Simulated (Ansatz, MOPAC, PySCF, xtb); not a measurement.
Donor–acceptor adduct: BH3 (SMILES B) (first 4 atoms) with C3H9N (SMILES CN(C)C); geometry from B3LYP-D3(BJ)/def2-TZVP, rigid monomers moved along the line of their centres of mass till B1···N6 is 2.97 Å.
(charge 0, multiplicity 1):
```xyz
17

B     -0.3868     0.0268     1.2712
H      0.4875     0.6458     0.7092
H     -0.4146    -1.1425     0.9625
H     -1.4690     0.5628     1.2011
C      1.6579    -0.5688     4.3378
N      0.3349     0.0703     4.1489
C      0.3935     1.4721     4.6241
C     -0.6849    -0.6705     4.9270
H      1.9379    -0.5613     5.3938
H      2.3944    -0.0242     3.7532
H      1.6058    -1.5913     3.9734
H      0.6591     1.5050     5.6833
H     -0.5782     1.9332     4.4691
H      1.1347     2.0080     4.0373
H     -0.4334    -0.6628     5.9901
H     -1.6521    -0.2007     4.7695
H     -0.7268    -1.6931     4.5615
```

```
level                            interaction energy (meV)  cost
-------------------------------  ------------------------  ----
AM1                                                -104.3     -
PM3                                                -211.4     -
PM6                                                -212.2     -
GFN2-xTB                                           -159.4     -
HF/6-31G* (no counterpoise)                        -395.7     -
HF/aug-cc-pVDZ                                     -334.6     -
PBE-D3(BJ)/def2-TZVPPD                             -552.6    ×1
PBE-D4/def2-TZVPPD                                 -556.8    ×1
r2SCAN/def2-TZVPPD                                 -502.5    ×2
r2SCAN-D4/def2-TZVPPD                              -526.0    ×2
B3LYP/6-31G*                                       -433.0     -
B3LYP/def2-TZVPPD                                  -413.4    ×2
B3LYP-D3(BJ)/def2-TZVPPD                           -496.1    ×2
B3LYP-D4/def2-TZVPPD                               -499.5    ×2
PBE0/def2-TZVPPD                                   -441.3    ×2
PBE0-D3(BJ)/def2-TZVPPD                            -495.3    ×2
PBE0-D4/def2-TZVPPD                                -496.5    ×2
M06-2X/6-31G* (no counterpoise)                    -532.4     -
MP2/6-31G*                                         -437.9     -
SCS-MP2/aug-cc-pVDZ                                -433.0     -
```

The rows run from -556.8 (PBE-D4/def2-TZVPPD) to -104.3 meV (AM1). The dispersion term adds -23.4 in r2SCAN-D4, -82.7 in B3LYP-D3(BJ), -86.2 in B3LYP-D4. The 3 functionals in def2-TZVPPD without D3 or D4 span 89.2, from r2SCAN to B3LYP.

Interaction energies are E(AB) − E(A) − E(B) at the monomers' geometry in the complex; basis-set methods are counterpoise corrected. Rows marked so take none.

Frozen-core correlation. Rows in 6-31G* carry no dispersion term and start afresh at each structure (6-31G* with six Cartesian d functions). MP2/6-31G* freezes PySCF's default core. The state that AM1, PM3, PM6 reach isn't checked.

Programs: Ansatz (a program for electronic structure); MOPAC for AM1, PM3, PM6 (differences of heats of formation); PySCF for 6-31G* rows, the dispersion terms; xtb for the GFN methods. Each number belongs to the level named beside it.

Costs are rough ratios of core time to PBE/def2-TZVPPD (about 19 s over the structures, on one shared machine); a dash marks a level with no comparable run of its own.
